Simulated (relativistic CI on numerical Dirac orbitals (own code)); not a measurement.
Method of calculation: Dirac-Coulomb-Breit CI, KLI orbitals optimised for each configuration, model QED, unscaled Slater integrals (own radial code, finite nucleus).

CI space (outside the closed core [Ar] 3d10): 4s2.4p6.4d6, 4s2.4p5.4d7, 4s2.4p6.4d5.4f, 4s.4p6.4d7, 4s2.4p5.4d6.4f, 4s.4p6.4d6.4f, 4s2.4p6.4d5.5s, 4s2.4p6.4d4.4f.5s, 4s2.4p6.4d5.5p, 4s2.4p6.4d5.5d, 4s2.4p5.4d6.5s, 4s2.4p6.4d4.5s.5p, 4s2.4p6.4d5.5f, 4s2.4p6.4d5.6s, 4s.4p6.4d6.5s, 4p6.4d7.5p, 4p6.4d8, 4p5.4d9, 4p5.4d8.4f, 4s2.4p6.4d4.5s2, 4s2.4p6.4d3.4f.5s2, 4s2.4p5.4d4.4f.5s2, 4s.4p6.4d4.4f.5s2. Double excitations out of closed p, d and f shells are left out; levels of such configurations are missing from the list, as are those of other unlisted configurations, and high levels can miss mixing partners. These lack a partner that the ground configuration has and come out too high: 4s2.4p5.4d6.5s.

At this charge energies of transitions that change n are usually good to better than 1 %, and those within a shell (Δn = 0) to a few per cent. Terms inside the open d or f shell come out 10 to 20 % too wide with unscaled integrals.

Outline of the computed level scheme of Yb XXIX. Lowest level of each configuration: 4s2.4p6.4d6 5D_4 at 0.000 eV; 4s2.4p5.4d7 5G°_6 at 155.615 eV.

Some strong electric-dipole decays among the lowest 45 levels: 4s2.4p5.4d7 5P°_3 → 4s2.4p6.4d6 5D_4 (5.5e+10 s⁻¹); 4s2.4p5.4d7 3P°_1 → 4s2.4p6.4d6 3P_2 (5.1e+10 s⁻¹); 4s2.4p5.4d7 3F°_4 → 4s2.4p6.4d6 5D_4 (3.5e+10 s⁻¹); 4s2.4p5.4d7 3P°_2 → 4s2.4p6.4d6 3P_2 (3.4e+10 s⁻¹); 4s2.4p5.4d7 3F°_4 → 4s2.4p6.4d6 5D_4 (2.1e+10 s⁻¹); 4s2.4p5.4d7 5F°_5 → 4s2.4p6.4d6 5D_4 (2.0e+10 s⁻¹); 4s2.4p5.4d7 3P°_1 → 4s2.4p6.4d6 3P_0 (1.0e+10 s⁻¹); 4s2.4p5.4d7 3D°_3 → 4s2.4p6.4d6 3P_2 (9.4e+09 s⁻¹).

LS names give the leading component of a level, which can be under half, so a name can repeat, a term be missing and a line seem to break the LS rules.
